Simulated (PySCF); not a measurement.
Calculation: PBE-D3(BJ)/def2-TZVP // PBE0-D3(BJ)/def2-TZVP in PySCF 2.14.0. Gas-phase values, no solvent. One relaxed conformer stands for a flexible species; it need not be the lowest. Delta-SCF ions had no search for a lower state. 

Reference species (SMILES): `C=[SiH]SC` (C–Si–S–C torsion 0°) (neutral, multiplicity 1).

```json
{
 "HOMO–LUMO gap": "3.62 eV",
 "S1 oscillator strength": "0.007",
 "HOMO": "-5.13 eV",
 "vertical ionisation energy (Delta-SCF)": "7.96 eV"
}
```

Changed species: `C=[SiH]I` (X = iodo; the reference has X = methylthio).

Task: What does the change do to the HOMO–LUMO gap, S1 oscillator strength, HOMO and vertical ionisation energy (Delta-SCF)?

Result: the HOMO–LUMO gap falls by 0.12 eV, to 3.50 eV; the S1 oscillator strength stays essentially unchanged; the HOMO decreases by 0.49 eV, to -5.62 eV; the vertical ionisation energy (Delta-SCF) rises by 0.47 eV, to 8.43 eV.
